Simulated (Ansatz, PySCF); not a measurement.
Gas-phase reaction (SMILES): NB(N)Br + [H][H] (H2) → NBN + Br (HBr); hydrogen cleaves one B-Br bond, a model of a ligand-exchange step.

Structures are relaxed separately at B3LYP-D3(BJ)/def2-TZVP in Ansatz (an electronic-structure program), one conformer each, not searched for the lowest. Correlated levels leave the core frozen unless marked. Spin-orbit coupling is left out. Frozen are the shells of the preceding noble gas and the d and f shells that filled before the atom's block. Non-relativistic. CBS(X,Y): correlation extrapolated as X^-3; Hartree-Fock from the larger set. Thermal terms are rigid-rotor harmonic-oscillator values from B3LYP-D3(BJ) frequencies (Ansatz or PySCF) at 298.15 K and 1 atm. 1 Eh = 627.5095 kcal/mol.

```tsv
species	E, CCSD(T)/CBS(cc-pVTZ,cc-pVQZ) (Ansatz) (Eh)	E, PBE-D3(BJ)/def2-TZVPD (Ansatz + dftd3) (Eh)	H - E (Eh)
NB(N)Br	-2709.41545	-2710.54998	0.06479
[H][H] (H2)	-1.17450	-1.16598	0.01336
NBN	-137.28416	-137.32454	0.07172
Br (HBr)	-2573.28320	-2574.36932	0.00927
```

Q: Work out ΔE and ΔH at 298.15 K at the first level, then ΔH at the second.

A: 
1. ΔE = [(-137.28416) + (-2573.28320)] - [(-2709.41545) + (-1.17450)] = 0.02259 Eh = 14.2 kcal/mol at CCSD(T)/CBS(cc-pVTZ,cc-pVQZ).
2. The terms H - E add up to 0.00284 Eh, so ΔH = (0.02259 + (0.00284))×627.5095 = 16.0 kcal/mol.
3. At PBE-D3(BJ)/def2-TZVPD the same steps give ΔE = 13.9 and ΔH = 15.7 kcal/mol, a shift of -0.3 from the first level.
4. These values are not checked against measurement here, since the tables used lack a sound gas-phase enthalpy of formation for at least one species.
